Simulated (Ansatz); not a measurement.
`F[SiH2]B1CO[SiH2]1` + H–F → `F[SiH2]F` + `B1CO[SiH2]1` at 298.15 K and 1 bar (cleavage of the Si–B bond).

Isolated molecules relaxed with PBE0-D4/def2-TZVP in Ansatz; ΔE leaves out vibrations. CBS: MP2 limit from def2 TZ/QZ plus the TZ coupled-cluster correction, frozen cores. This one scheme is used for every species. Each species was taken in one conformer, which may not be the lowest.

```json
{"species": "`F[SiH2]B1CO[SiH2]1`", "CCSD(T)/CBS energy (Eh)": "-819.60655", "H − E (kJ/mol)": "211.6", "S (J/(mol·K))": "380.4"}
{"species": "H–F", "CCSD(T)/CBS energy (Eh)": "-100.39570", "H − E (kJ/mol)": "33.5", "S (J/(mol·K))": "173.6"}
{"species": "`F[SiH2]F`", "CCSD(T)/CBS energy (Eh)": "-489.99391", "H − E (kJ/mol)": "72.3", "S (J/(mol·K))": "262.5"}
{"species": "`B1CO[SiH2]1`", "CCSD(T)/CBS energy (Eh)": "-430.06961", "H − E (kJ/mol)": "171.5", "S (J/(mol·K))": "293.3"}
```

H − E and S are ideal-gas, rigid-rotor, harmonic terms from PBE0-D4/def2-TZVP, for one conformer and one mirror image of each species. 1 Eh = 2625.50 kJ/mol, R = 8.31446 J/(mol·K).

By hand: ΔE, ΔH, ΔS and ΔG.

ΔE = (-489.99391) + (-430.06961) − (-819.60655) − (-100.39570) = -0.06127 Eh = -160.9 kJ/mol. Δ(H − E) = 72.3 + 171.5 − 211.6 − 33.5 = -1.3, so ΔH = -162.2 kJ/mol. ΔS = 262.5 + 293.3 − 380.4 − 173.6 = 1.8 J/(mol·K). ΔG = -162.2 − 298.15 × (1.8)/1000 = -162.7 kJ/mol.

By hand: the equilibrium constant, and the temperature at which ΔG would vanish if ΔH and ΔS stayed fixed.

log₁₀ K = −ΔG/(RT ln 10) = 28.5. ΔH and −TΔS have one sign here, so there is no such temperature.

The number of gas molecules stays the same, so ΔS is small and ΔH decides. A doubt of 5 kJ/mol in ΔE shifts log₁₀ K by 0.9 here. Other conformers and mirror images would add mixing entropy, several J/(mol·K) or more a flexible species. Modes under 60 cm⁻¹, often nearly free rotors, make the harmonic entropy too high. These are equilibria of isolated gas molecules and say nothing of rates. Largest T1 diagnostic: 0.013 (customary marks: 0.02 for closed shells, 0.045 for open ones).

ΔS is within the doubt of such terms, so its sign, and with it that verdict, could turn.
